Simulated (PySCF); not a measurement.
## Fractional electron number in Fe(2+) (iron, charge +2)

The 3d beta orbital of [Ar] 3d6 is emptied in steps (occupation f), with all orbitals relaxed, ending at [Ar] 3d5. All numbers are calculated (PySCF 2.14, no relativity, point nucleus, in aug-cc-pVDZ (7s6p4d2f, 59 functions)). The exact energy is a straight line in f; departures are measured from the line between the end points of the same method.

Task: Among UHF, LDA, PBE, which shows the largest delocalisation error (convex curve), and which is closest to linear?

Result: Most convex: LDA (-2.020 eV at f = 0.4); closest to linear: UHF (0.567 eV).

```tsv
f	UHF (eV)	LDA (eV)	PBE (eV)
1	0.000	0.000	0.000
0.8	0.411	-1.323	-1.288
0.6	0.591	-2.003	-1.947
0.4	0.567	-2.020	-1.960
0.2	0.364	-1.357	-1.314
0	0.000	0.000	0.000
```

| method | E(f=0) − E(f=1) (eV) | −ε at f=1 (eV) | −ε at f=0.4 (eV) |
| --- | --- | --- | --- |
| UHF | 28.688 | 31.374 | 28.102 |
| LDA | 31.872 | 23.681 | 33.473 |
| PBE | 31.724 | 23.738 | 33.297 |

Reference removal energy between the ground levels: 30.651 ± 0.012 eV (measured; NIST Atomic Spectra Database, ionization energies). The calculation has no spin-orbit coupling. The determinant left behind need not be the lowest term of the ion. UHF lacks correlation.
